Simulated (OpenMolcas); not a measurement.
Pd³⁺.

| Quantity | Value |
| --- | --- |
| Program | OpenMolcas 26.06 |
| Method | CASSCF |
| Basis | ANO-RCC-VTZP [7s6p4d2f1g] |
| Scalar Hamiltonian | X2C, point nucleus |
| Active space | 7 electrons in 5 orbitals (4d) |
| State averaging | 2S+1 = 4 even, 10 roots; 2S+1 = 2 even, 40 roots (35 in the spin-orbit step) |
| Spin-orbit coupling | RASSI with atomic mean-field integrals over the reference wave functions, term energies averaged over their components |

Levels without dynamic correlation, in cm⁻¹ above 4d⁷ ⁴F_9/2:

```csv
Level,E
4d⁷ ²P_1/2,25695
4d⁷ ⁴P_3/2,16692
4d⁷ ²G_9/2,17402
4d⁷ ²H_11/2,23108
4d⁷ ²D_5/2,25370
4d⁷ ²F_5/2,38388
```

On this reference, SS-CASPT2, IPEA 0.25 Eh, imaginary shift 0.1 Eh (closed shells correlated: 4s 4p) puts 4d⁷ ²P_1/2 at 22680 cm⁻¹.

**Question.** Estimate the other levels at that method by one scale factor, and say how well it serves.

**Answer.** The factor is 22680 / 25695 = 0.883. Scaled values beside those that SS-CASPT2 gives:
| Level | Scaled | SS-CASPT2 | Miss (%) |
| --- | --- | --- | --- |
| 4d⁷ ⁴P_3/2 | 14739 | 13370 | +10.2 |
| 4d⁷ ²G_9/2 | 15366 | 15160 | +1.4 |
| 4d⁷ ²H_11/2 | 20404 | 20220 | +0.9 |
| 4d⁷ ²D_5/2 | 22402 | 21680 | +3.3 |
| 4d⁷ ²F_5/2 | 33897 | 31750 | +6.8 |
For these levels the scaled values miss SS-CASPT2 by up to 10.2 %, as correlation changes each term by its own factor, spin-orbit parts do not scale and CASPT2 has its own spread within terms. This holds within one configuration; levels of others move differently, and the target method has errors of its own against measurement.

CASPT2 breaks the degeneracy within a term, and the mean is taken; among the terms shown or strongly mixed into the levels shown the widest spread is 570 cm-1 (4d⁷ ²H, SS-CASPT2). Some high roots are left out of the spin-orbit mixing, which shifts the levels that they would mix with. Without dynamic correlation excited terms often stand tens of per cent too high (terms of higher spin than the ground term too low), and those without a measured partner can miss by more than the paired ones (holds for CASSCF). The CASPT2 spread within a term exceeds the gap to the next term for 4d⁷ ²P and 4d⁷ ²H, so the order of their levels is uncertain (holds for SS-CASPT2). Only configurations of the active space appear.
